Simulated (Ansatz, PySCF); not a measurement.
Gas-phase reaction in SMILES: ClBCl [dichloroborane] -> [BH]Cl + Cl atom (the B-Cl bond at the site shown breaks; other sites are not compared here)
Geometries: B3LYP-D3(BJ)/def2-TZVP minima from Ansatz (a first-principles code).

Wanted: bond dissociation energy (electronic energy difference), in eV. Correlated levels leave the core frozen unless marked. Open shells are spin-unrestricted. Spin-orbit coupling is left out. No relativistic terms. CBS marks a two-point X^-3 extrapolation of the correlation energy; Hartree-Fock from the larger set.

CCSD(T)/CBS(aug-cc-pV(T+d)Z,aug-cc-pV(Q+d)Z) (Ansatz) gives 5.41 eV.

Question: Another calculation gave 5.38 eV. Which level was it?
(A) PBE-QIDH/def2-TZVPD (Ansatz)
(B) revPBE/def2-TZVPD (Ansatz)
(C) r2SCAN/def2-TZVPD (Ansatz)
(D) HF/def2-TZVPD (PySCF)

Answer: A, PBE-QIDH/def2-TZVPD (Ansatz). The others give 5.14 (revPBE), 5.28 (r2SCAN), 4.02 (HF) eV.
